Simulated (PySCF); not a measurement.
# Excitation energy of Ne(2+) by level of theory

Ne(2+) [He] 2s2 2p4 (3P) → Ne(2+) [He] 2s1 2p5 (3P), as a difference of total energies. Calculation: PySCF 2.14, in x2c-QZVPPall (7s4p3d2f1g, 57 functions); scalar relativity by spin-free X2C-1e. Correlated levels: valence: 1s2 frozen. The calculations carry no spin-orbit coupling.

```csv
method,excitation energy (eV)
UHF,26.638
MP2 (valence),25.632
SCS-MP2 (valence),25.537
CCSD (valence),25.447
CCSD(T) (valence),25.397
```

Problem. How much does correlation contribute at CCSD(T) (valence)?

Solution. 25.397 − (26.638) = -1.241 eV, measured against UHF.
